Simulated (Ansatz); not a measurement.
All values below come from frozen-core CCSD(T)/cc-pVTZ // B3LYP-D3(BJ)/def2-TZVP run with Ansatz (an electronic-structure program).

Ansatz 0.2 input:
```yaml
crystal:
  periodic: [false, false, false]
  atoms:
    - { symbol: Al, position_ang: [0.000074, 0.000055, 0.000775] }
    - { symbol: H, position_ang: [1.573461, -0.145746, -0.000022] }
    - { symbol: H, position_ang: [-0.912783, -1.289658, -0.000396] }
    - { symbol: H, position_ang: [-0.66075, 1.43535, -0.000357] }
basis:
  gaussian: { orbitals: cc-pVTZ }
correlation:
  method: ccsd_t
```

Output:

```
Functional definition: HF
442 factors; integrals over basis functions are off by at most 1.3e-3 eV
mean field evaluation 1: about -6629.4549 eV, gradient 8.7e0 eV
mean field evaluation 2: about -6629.4609 eV, gradient 8.7e0 eV
mean field evaluation 4: about -6629.8991 eV, gradient 3.4e-1 eV
mean field evaluation 8: about -6629.8992 eV, gradient 7.4e-5 eV
mean field -6629.89922148 eV, -243.6443024824 hartree, gradient 1.8e-6 eV, S^2 0.000000; 0 other end points of the search recorded, 0 dependent functions left out
5 core orbitals not correlated
reference -6629.89922148 eV, -243.6443024824 hartree; 3, 3 occupied and 68, 68 virtual orbitals, 442 factors
second order -2.55390029 eV of doubles, -0.00000000 eV of singles
cycle   1  -3.00703202 eV  change   -4.5e-1 eV  update   5.1e-2
cycle   2  -3.19297634 eV  change   -1.9e-1 eV  update   1.8e-2
cycle   3  -3.19667906 eV  change   -3.7e-3 eV  update   3.4e-3
cycle   4  -3.19658748 eV  change    9.2e-5 eV  update   1.1e-3
cycle   5  -3.19633806 eV  change    2.5e-4 eV  update   3.2e-4
cycle   6  -3.19630595 eV  change    3.2e-5 eV  update   6.4e-5
cycle   7  -3.19633249 eV  change   -2.7e-5 eV  update   1.7e-5
cycle   8  -3.19633577 eV  change   -3.3e-6 eV  update   5.0e-6
perturbative correction -0.04262920 eV, -0.0015665944 hartree
Total energy: -6633.13818646 eV, -243.7633322499 hartree
```

Cost: around 1.4 core-seconds (rough).
